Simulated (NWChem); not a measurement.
Program: NWChem. System: C₂H₆O₂Si, charge 0, spin multiplicity 1, displaced from the optimised geometry. The structure started from a generated list of species. Level: BP86/def2-SVP.

NWChem printed:

```
             Northwest Computational Chemistry Package (NWChem) 7.3.0
             --------------------------------------------------------

                                NWChem Input Module
                                -------------------

 Scaling coordinates for geometry "geometry" by  1.889725989
 (inverse scale =  0.529177249)

 Turning off AUTOSYM since
 SYMMETRY directive was detected!

                             Geometry "geometry" -> ""
                             -------------------------

 Output coordinates in angstroms (scale by  1.889725989 to convert to a.u.)

  No.       Tag          Charge          X              Y              Z
 ---- ---------------- ---------- -------------- -------------- --------------
    1 O                    8.0000    -1.25737500     1.03371100     0.00000000
    2 C                    6.0000    -1.01262900    -0.18554300     0.00000000
    3 O                    8.0000    -2.01086200    -1.14357200     0.00000000
    4 C                    6.0000     0.40004500    -0.80318300     0.00000000
    5 Si                  14.0000     1.79464300     0.55293900     0.00000000
    6 H                    1.0000    -2.87200000    -0.63070300     0.00000000
    7 H                    1.0000     0.50402000    -1.48724700    -0.89809600
    8 H                    1.0000     0.50402000    -1.48724700     0.89809600
    9 H                    1.0000     1.70549000     1.42357800     1.25605700
   10 H                    1.0000     1.70549000     1.42357800    -1.25605700
   11 H                    1.0000     3.14938200    -0.17186200     0.00000000

 Effective nuclear repulsion energy (a.u.)     217.4571445438

            Nuclear Dipole moment (a.u.)
            ----------------------------
        X                 Y               Z
 ---------------- ---------------- ----------------
     0.0000075589    -0.0000018897     0.0000000000

      Symmetry information
      --------------------

 Group name             Cs
 Group number              2
 Group order               2
 No. of unique centers     9

      Symmetry unique atoms

     1    2    3    4    5    6    7    9   11


 Summary of "ao basis" -> "" (spherical)
 ------------------------------------------------------------------------------
       Tag                 Description            Shells   Functions and Types
 ---------------- ------------------------------  ------  ---------------------
 *                          def2-svp                  on all atoms

  perdew86 is a nonlocal functional; adding perdew81 local functional.

                                 NWChem DFT Module
                                 -----------------

 Summary of "ao basis" -> "ao basis" (spherical)
 ------------------------------------------------------------------------------
       Tag                 Description            Shells   Functions and Types
 ---------------- ------------------------------  ------  ---------------------
 O                          def2-svp                 6       14   3s2p1d
 C                          def2-svp                 6       14   3s2p1d
 Si                         def2-svp                 8       18   4s3p1d
 H                          def2-svp                 3        5   2s1p

 Summary of "ao basis" -> "ao basis" (spherical)
 ------------------------------------------------------------------------------
       Tag                 Description            Shells   Functions and Types
 ---------------- ------------------------------  ------  ---------------------
 O                          def2-svp                 6       14   3s2p1d
 C                          def2-svp                 6       14   3s2p1d
 Si                         def2-svp                 8       18   4s3p1d
 H                          def2-svp                 3        5   2s1p

      Symmetry analysis of basis
      --------------------------

        a'         71
        a"         33

            General Information
            -------------------
          SCF calculation type: DFT
          Wavefunction type:  closed shell.
          No. of atoms     :    11
          No. of electrons :    48
           Alpha electrons :    24
            Beta electrons :    24
[...]
    47     -0.143168   4 C  py               50     -0.138279   4 C  py
    49      0.130136   4 C  px               46      0.110590   4 C  px

 Vector   25  Occ=0.000000D+00  E=-5.070554D-02  Symmetry=a"
              MO Center= -9.7D-01, -9.9D-02,  3.9D-16, r^2= 2.1D+00
   Bfn.  Coefficient  Atom+Function         Bfn.  Coefficient  Atom+Function
  ----- ------------  ---------------      ----- ------------  ---------------
    20      0.579834   2 C  pz               23      0.456989   2 C  pz
     6     -0.398096   1 O  pz                9     -0.379469   1 O  pz
    81      0.306541   7 H  s                86     -0.306541   8 H  s
    34     -0.248313   3 O  pz               37     -0.234439   3 O  pz
    51      0.188358   4 C  pz               80      0.151572   7 H  s

 Vector   26  Occ=0.000000D+00  E= 2.418427D-03  Symmetry=a'
              MO Center=  7.9D-01,  3.1D-02,  7.0D-14, r^2= 7.4D+00
   Bfn.  Coefficient  Atom+Function         Bfn.  Coefficient  Atom+Function
  ----- ------------  ---------------      ----- ------------  ---------------
    45      1.659629   4 C  s                68      0.842133   5 Si py
    67      0.742571   5 Si px               76     -0.490080   6 H  s
    81     -0.474979   7 H  s                86     -0.474979   8 H  s
    17     -0.402937   2 C  s                31      0.380426   3 O  s
    91     -0.279587   9 H  s                96     -0.279587  10 H  s

 Vector   27  Occ=0.000000D+00  E= 2.891292D-02  Symmetry=a'
              MO Center= -3.8D-01, -1.5D-01,  3.6D-13, r^2= 9.0D+00
   Bfn.  Coefficient  Atom+Function         Bfn.  Coefficient  Atom+Function
  ----- ------------  ---------------      ----- ------------  ---------------
   101      0.918879  11 H  s                76     -0.864742   6 H  s
    67     -0.801818   5 Si px               31      0.435870   3 O  s
    60     -0.325376   5 Si s                49     -0.286638   4 C  px
    81      0.275135   7 H  s                86      0.275135   8 H  s
    21     -0.273487   2 C  px               68      0.222463   5 Si py

 center of mass
 --------------
 x =  -0.09834341 y =   0.01911329 z =   0.00000000

 moments of inertia (a.u.)
 ------------------
         244.573554877924        -167.351759891047           0.000000000000
        -167.351759891047         798.284309065790           0.000000000000
           0.000000000000           0.000000000000        1008.534044898078

     Multipole analysis of the density
     ---------------------------------

     L   x y z        total         alpha         beta         nuclear
     -   - - -        -----         -----         ----         -------
     0   0 0 0     -0.000000    -24.000000    -24.000000     48.000000

     1   1 0 0     -0.197479     -0.098743     -0.098743      0.000008
     1   0 1 0     -0.686053     -0.343026     -0.343026     -0.000002
     1   0 0 1     -0.000000     -0.000000     -0.000000      0.000000

     2   2 0 0    -25.646847   -230.108489   -230.108489    434.570131
     2   1 1 0      0.714857    -45.561443    -45.561443     91.837744
     2   1 0 1      0.000000      0.000000      0.000000      0.000000
     2   0 2 0    -31.069825    -80.300374    -80.300374    129.530923
     2   0 1 1     -0.000000     -0.000000     -0.000000      0.000000
     2   0 0 2    -28.055804    -22.542232    -22.542232     17.028660

            General Information
            -------------------
          SCF calculation type: DFT
          Wavefunction type:  closed shell.
          No. of atoms     :    11
          No. of electrons :    48
           Alpha electrons :    24
            Beta electrons :    24
          Charge           :     0
          Spin multiplicity:     1
          Use of symmetry is: on ; symmetry adaption is: on
          Maximum number of iterations: 100
          This is a Direct SCF calculation.
          AO basis - number of functions:   104
                     number of shells:    50
          Convergence on energy requested:  1.00D-06
          Convergence on density requested:  1.00D-05
          Convergence on gradient requested:  5.00D-04

              XC Information
              --------------
                    Becke 1988 Exchange Functional  1.000
                Perdew 1981 Correlation Functional  1.000 local
                Perdew 1986 Correlation Functional  1.000 non-local

             Grid Information
             ----------------
          Grid used for XC integration:  medium
          Radial quadrature: Mura-Knowles
          Angular quadrature: Lebedev.
          Tag              B.-S. Rad. Rad. Pts. Rad. Cut. Ang. Pts.
          ---              ---------- --------- --------- ---------
          O                   0.60       49          13.0       434
          C                   0.70       49          11.0       434
          Si                  1.10       88          12.0       590
          H                   0.35       45          14.0       434
          Grid pruning is: on
          Number of quadrature shells:   464
          Spatial weights used:  Erf1

          Convergence Information
          -----------------------
          Convergence aids based upon iterative change in
          total energy or number of iterations.
          Levelshifting, if invoked, occurs when the
          HOMO/LUMO gap drops below (HL_TOL):  1.00D-02
          DIIS, if invoked, will attempt to extrapolate
          using up to (NFOCK): 10 stored Fock matrices.

                    Damping( 0%)  Levelshifting(0.5)       DIIS
                  --------------- ------------------- ---------------
          dE  on:    start            ASAP                start
          dE off:    2 iters        100 iters           100 iters

      Screening Tolerance Information
      -------------------------------
          Density screening/tol_rho:  1.00D-10
          AO Gaussian exp screening on grid/accAOfunc:  14
          CD Gaussian exp screening on grid/accCDfunc:  20
          XC Gaussian exp screening on grid/accXCfunc:  20
          Schwarz screening/accCoul:  1.00D-08

                            NWChem DFT Gradient Module
                            --------------------------

  charge          =   0.00
  wavefunction    = closed shell

  Using symmetry

                         DFT ENERGY GRADIENTS

    atom               coordinates                        gradient
                 x          y          z           x          y          z
   1 O      -2.376094   1.953431   0.000000   -0.006886   0.037399   0.000000
   2 C      -1.913591  -0.350625   0.000000    0.007072  -0.017790   0.000000
   3 O      -3.799978  -2.161038   0.000000   -0.001652  -0.020449   0.000000
   4 C       0.755975  -1.517796   0.000000    0.004101   0.001967   0.000000
   5 Si      3.391384   1.044903   0.000000    0.000773   0.000380   0.000000
   6 H      -5.427293  -1.191856   0.000000   -0.013945   0.006759   0.000000
   7 H       0.952460  -2.810489  -1.697155    0.001434  -0.007665  -0.009507
   8 H       0.952460  -2.810489   1.697155    0.001434  -0.007665   0.009507
   9 H       3.222909   2.690172   2.373604   -0.000489   0.005692   0.008056
  10 H       3.222909   2.690172  -2.373604   -0.000489   0.005692  -0.008056
  11 H       5.951469  -0.324772   0.000000    0.008646  -0.004320   0.000000

                 ----------------------------------------
                 |  Time  |  1-e(secs)   |  2-e(secs)   |
                 ----------------------------------------
                 |  CPU   |       0.01   |       3.91   |
                 ----------------------------------------
                 |  WALL  |       0.01   |       3.91   |
                 ----------------------------------------

 Task  times  cpu:       18.5s     wall:       18.5s

 Total times  cpu:       18.5s     wall:       18.5s
```

Write an NWChem input that would produce this output.

Several could match; the one computed here: 
```
start mol
memory heap 200 mb stack 800 mb global 1000 mb
geometry units angstroms nocenter noautoz
  O     -1.257375     1.033711     0.000000
  C     -1.012629    -0.185543     0.000000
  O     -2.010862    -1.143572     0.000000
  C      0.400045    -0.803183     0.000000
  Si     1.794643     0.552939     0.000000
  H     -2.872000    -0.630703     0.000000
  H      0.504020    -1.487247    -0.898096
  H      0.504020    -1.487247     0.898096
  H      1.705490     1.423578     1.256057
  H      1.705490     1.423578    -1.256057
  H      3.149382    -0.171862     0.000000
  symmetry group Cs
end
basis spherical
  * library def2-svp
end
dft
  xc becke88 perdew86
  iterations 100
  direct
end
task dft gradient
```
